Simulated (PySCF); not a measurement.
**Radial density of P (phosphorus, neutral)**

UHF, [Ne] 3s2 3p3, high-spin 4S determinant. Computed with PySCF 2.14 in aug-cc-pV(D+d)Z (5s4p3d, 32 functions), with the non-relativistic Hamiltonian (point nucleus).

```json
{"r (bohr)": "0.00147", "4πr²ρ (e/bohr)": "0.05678", "4πr²(ρα − ρβ)": "0.0000"}
{"r (bohr)": "0.00247", "4πr²ρ (e/bohr)": "0.1563", "4πr²(ρα − ρβ)": "0.0000"}
{"r (bohr)": "0.00416", "4πr²ρ (e/bohr)": "0.4195", "4πr²(ρα − ρβ)": "0.0000"}
{"r (bohr)": "0.00700", "4πr²ρ (e/bohr)": "1.091", "4πr²(ρα − ρβ)": "0.0000"}
{"r (bohr)": "0.0118", "4πr²ρ (e/bohr)": "2.675", "4πr²(ρα − ρβ)": "0.0001"}
{"r (bohr)": "0.0198", "4πr²ρ (e/bohr)": "5.959", "4πr²(ρα − ρβ)": "0.0004"}
{"r (bohr)": "0.0333", "4πr²ρ (e/bohr)": "11.28", "4πr²(ρα − ρβ)": "0.0017"}
{"r (bohr)": "0.0560", "4πr²ρ (e/bohr)": "16.37", "4πr²(ρα − ρβ)": "0.0087"}
{"r (bohr)": "0.0942", "4πr²ρ (e/bohr)": "15.83", "4πr²(ρα − ρβ)": "0.0389"}
{"r (bohr)": "0.159", "4πr²ρ (e/bohr)": "11.08", "4πr²(ρα − ρβ)": "0.1295"}
{"r (bohr)": "0.267", "4πr²ρ (e/bohr)": "13.67", "4πr²(ρα − ρβ)": "0.2409"}
{"r (bohr)": "0.448", "4πr²ρ (e/bohr)": "15.03", "4πr²(ρα − ρβ)": "0.1303"}
{"r (bohr)": "0.754", "4πr²ρ (e/bohr)": "5.406", "4πr²(ρα − ρβ)": "0.0491"}
{"r (bohr)": "1.27", "4πr²ρ (e/bohr)": "2.302", "4πr²(ρα − ρβ)": "0.9371"}
{"r (bohr)": "2.13", "4πr²ρ (e/bohr)": "2.271", "4πr²(ρα − ρβ)": "1.3702"}
{"r (bohr)": "3.59", "4πr²ρ (e/bohr)": "0.5159", "4πr²(ρα − ρβ)": "0.3905"}
{"r (bohr)": "6.04", "4πr²ρ (e/bohr)": "0.01521", "4πr²(ρα − ρβ)": "0.0135"}
{"r (bohr)": "10.2", "4πr²ρ (e/bohr)": "5.550e-05", "4πr²(ρα − ρβ)": "0.0001"}
```
